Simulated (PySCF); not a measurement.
Diatomics of Tl with the chalcogens

PBE with double-zeta basis sets in PySCF, for the lowest determinant that a PBE0 search found; no spin–orbit coupling. De refers to high-spin ground-configuration atoms. A positive dipole means M(−)Tl(+).

```tsv
M	basis	state (unpaired electrons)	Re (Å)	ωe (cm⁻¹)	De (eV)	μ (D)
O	cc-pVDZ-PP/cc-pVDZ	doublet (π ↑)	2.218	451	3.42	2.86
S	def2-SVP	doublet (π ↑)	2.635	264	3.17	3.08
Se	def2-SVP	doublet (π ↑)	2.754	171	2.99	3.14
Te	def2-SVP	doublet (π ↑)	2.948	133	2.72	3.23
```

(1) By what factor does the harmonic wavenumber vary along the series?

The rows differ in basis set, which adds steps of its own.

Down a group the atoms grow and get heavier, so bonds lengthen and wavenumbers fall; this series shows no clear exception.

Spin–orbit coupling is left out, which matters for elements this heavy, above all for dissociation energies. States were picked by a PBE0 search and need not be the measured ground states.

Results:

(1) At PBE it runs from 133 cm⁻¹ (TlTe) to 451 cm⁻¹ (TlO), a factor of 3.39.
